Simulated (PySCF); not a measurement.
# Reading the logs of faulty runs: AlBC2H8

These are calculations, not measurements. They come from PySCF 2.14.0, an open-source quantum chemistry program, on an isolated molecule that a program drew, which may never have been made. The molecule is AlBC2H8 (charge 0, singlet), drawn as the SMILES string `B[CH](C)[AlH2]`.

Each row is a Hartree-Fock (HF) and frozen-core CCSD(T) single point in the cc-pV(D+d)Z basis, meant for a local HF minimum. Run 1 is clean. Each other run has one planted mistake out of seven kinds, and not every kind appears here: one electron removed, one electron added, multiplicity raised by two, geometry at a saddle point, minimal basis STO-3G, one bond length entered in bohr, all coordinates scaled. The reference is restricted for singlets and unrestricted otherwise, and also for a bond in bohr. Adding or removing an electron swaps singlet and doublet. Electrons count all cores. HOMO and LUMO are orbital energies over both spins, the gradient is its largest component, and the lowest frequency (negative if imaginary) is given only where the gradient is small. Bond lengths are over the 11 bonds as drawn. T1 is the CCSD diagnostic: over 0.02 (restricted) or 0.045 (unrestricted) a single reference is doubtful.

Geometry of the clean run:
```xyz
12
AlBC2H8, angstrom
B    -0.3832   -0.2941   -0.8569
C    -0.2328   -0.2634    0.6705
C     1.1155    0.1650    1.2792
Al   -0.8208   -2.0653    1.3093
H     0.5820   -0.3849   -1.5745
H    -1.4735   -0.3067   -1.3693
H    -1.0810    0.2823    1.1230
H     1.9421   -0.3761    0.8131
H     1.1771   -0.0170    2.3558
H     1.2992    1.2317    1.1245
H    -2.2742   -2.5962    0.9914
H     0.1496   -2.8962    2.2403
```

| run | electrons | basis functions | <S^2> | HOMO (eV) | LUMO (eV) | gradient (hartree/bohr) | lowest frequency (cm^-1) | mean bond (Å) | longest bond (Å) | T1 | HF (hartree) | CCSD(T) (hartree) | mistake |
|---|---|---|---|---|---|---|---|---|---|---|---|---|---|
| 1 | 38 | 105 | 0.000 | -10.41 | 1.05 | 4.0e-05 | 87 | 1.3665 | 2.000 | 0.0113 | -346.97401 | -347.49288 | no fault |
| 2 | 38 | 105 | 0.000 | -10.62 | 1.20 | 5.7e-02 | - | 1.2832 | 1.878 | 0.0108 | -346.93290 | -347.44484 | all coordinates scaled |
| 3 | 38 | 105 | 2.016 | -5.24 | -1.76 | 9.8e-02 | - | 1.3665 | 2.000 | 0.0295 | -346.82104 | -347.33228 | multiplicity raised by two |
| 4 | 37 | 105 | 0.766 | -16.63 | -7.50 | 7.3e-02 | - | 1.3665 | 2.000 | 0.0197 | -346.64747 | -347.13450 | ? |

**Which mistake was planted in run 4, and what did it cost?**

It counts 37 electrons, one fewer than the clean run, at the same geometry and basis. So the mistake is: one electron removed. Subtracting run 1 and multiplying by 627.51 kcal/mol a hartree, the energy moved by 204.9 kcal/mol in HF and 224.9 kcal/mol in CCSD(T).

